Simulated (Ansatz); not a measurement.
[Sb7]3- (Sb7³⁻), 7 atoms. Hardware: 4 threads of Intel Xeon on a shared host.

In the def2 sets Sb takes a core potential; there is no spin–orbit coupling. Correlated methods freeze 28 core orbitals; core or outer-core shells of Sb are correlated, in sets that lack core-valence functions. A multiply charged anion in the gas phase is held together partly by the finite basis.

(1) How many basis functions does each of these Ansatz runs have, and roughly what does it cost? RPA@PBE/def2-SVPD, charge -3 singlet, energy, from earlier orbitals; PBE0-D4/def2-SVPD, charge -3 singlet, energy, from earlier orbitals; PBE-D4/def2-SVP, charge -3 singlet, energy and forces, from earlier orbitals; r2SCAN-D4/def2-SVP, charge -3 singlet, energy, from earlier orbitals; MP2/def2-SVPD, charge -3 singlet, energy, from earlier orbitals; r2SCAN-D4/def2-SVP, charge -3 triplet at the geometry of the charge -3 singlet, energy, from earlier orbitals; PBE0-D4/def2-SVP, charge -3 singlet, energy, from earlier orbitals; BHLYP-D4/def2-SVP, charge -3 singlet, energy, from earlier orbitals; B97M-V/def2-SVP, charge -3 singlet, energy, from earlier orbitals; r2SCAN-D4/def2-SVPD, charge -3 singlet, relaxation, 4 steps; PBE-D4/def2-SVPD, charge -3 singlet, energy, from earlier orbitals; HF/STO-3G, charge -3 singlet, energy.

Results:

(1) Other jobs shared the machine, so times can vary by a factor of up to 3. A dash marks memory too small to be measured apart from the calling script's.

```tsv
run	functions	fitting or Cholesky vectors	wall time	peak host memory (GiB)
PBE-D4/def2-SVP, charge -3 singlet, energy and forces, from earlier orbitals	182	2212	7 s	–
PBE-D4/def2-SVPD, charge -3 singlet, energy, from earlier orbitals	224	2548	9.5 s	0.55
r2SCAN-D4/def2-SVP, charge -3 singlet, energy, from earlier orbitals	182	2212	11 s	–
PBE0-D4/def2-SVP, charge -3 singlet, energy, from earlier orbitals	182	2338	16 s	0.85
BHLYP-D4/def2-SVP, charge -3 singlet, energy, from earlier orbitals	182	2338	17 s	0.85
HF/STO-3G, charge -3 singlet, energy	189	1952	20 s	1.6
PBE0-D4/def2-SVPD, charge -3 singlet, energy, from earlier orbitals	224	2905	26 s	1.3
B97M-V/def2-SVP, charge -3 singlet, energy, from earlier orbitals	182	2212	27 s	0.55
MP2/def2-SVPD, charge -3 singlet, energy, from earlier orbitals	224	2905	29 s	1.3
RPA@PBE/def2-SVPD, charge -3 singlet, energy, from earlier orbitals	224	2905	37 s	1.3
r2SCAN-D4/def2-SVPD, charge -3 singlet, relaxation, 4 steps	224	2548	53 s	0.57
r2SCAN-D4/def2-SVP, charge -3 triplet at the geometry of the charge -3 singlet, energy, from earlier orbitals	182	2212	1.9 min	0.94
```
